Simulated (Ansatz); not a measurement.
The lowest doublet and quartet of CH (SMILES [CH]); geometries from B3LYP-D3(BJ)/def2-TZVP, each state relaxed from the structure named, with no frequency check.
Doublet at the quartet's geometry (charge 0, multiplicity 2):
```json
[
 {"atom": "C", "x (Å)": "0.0000", "y (Å)": "0.0000", "z (Å)": "-0.1563"},
 {"atom": "H", "x (Å)": "0.0000", "y (Å)": "0.0000", "z (Å)": "0.9375"}
]
```

A positive gap puts the quartet lower; no zero-point energy. U- takes an unrestricted doublet. The quartet is unrestricted in single-reference levels.

Cores are frozen in the correlated methods.

The values were computed with Ansatz (an electronic-structure program) with Gaussian orbitals. Values without a source in brackets are computed.

Question: Predict the gap E(doublet) − E(quartet), vertical, at the quartet's geometry from U-CCSDT/cc-pVDZ (spin-contaminated).

Answer: -12.4 kcal/mol

Question: What is the computed gap E(doublet) − E(quartet), vertical, at the quartet's geometry (U-r2SCAN/def2-TZVPP (spin-contaminated))?

Answer: -7.3 kcal/mol

Question: What is the computed gap E(doublet) − E(quartet), vertical, at the quartet's geometry (U-CCSD/cc-pVTZ (spin-contaminated))?

Answer: -14.6 kcal/mol

Doubts at one or more of the structures used: T1 above 0.05 (U-CCSD/cc-pVTZ (spin-contaminated), U-CCSDT/cc-pVDZ (spin-contaminated)).
